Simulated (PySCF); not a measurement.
GaCl, SMILES [Cl][Ga] (connectivity only; charge and spin as stated), neutral, multiplicity 1.

Geometry optimised at PBE-D3(BJ)/def2-TZVP.

Two levels are set side by side: TDA-PBE/def2-TZVPD (PySCF) and ADC(2)/aug-cc-pVDZ (PySCF). Vertical, same geometry; the bases differ. Differences are taken from unrounded values.

```csv
quantity,ADC(2)
lowest singlet excitation (eV),4.95
```

Question: What does TDA-PBE give, and how far is it from ADC(2)? (The exact figures need the calculation; the answer reports its results.)

Answer: 
```json
[
 {"quantity": "lowest singlet excitation (eV)", "TDA-PBE": "4.81", "TDA-PBE minus ADC(2)": "-0.15"}
]
```

Rough cost on one machine, each run with all the roots and properties that it gave: ADC(2) against TDA-PBE about 5 times.
